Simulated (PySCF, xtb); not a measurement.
aminoborane (BH4N), SMILES BN.

GFN2-xTB run with xtb at its own geometry gives an orbital gap of 6.07 eV and a dipole moment of 2.13 D.

The structure is a stationary point at B3LYP-D3(BJ)/def2-TZVP.

Question: What does PBE/def2-TZVPD in PySCF give? (The exact figures need the calculation; the answer reports its results.)

Answer: gap 6.53 eV (levels -7.35 and -0.82 eV), dipole 2.00 D.
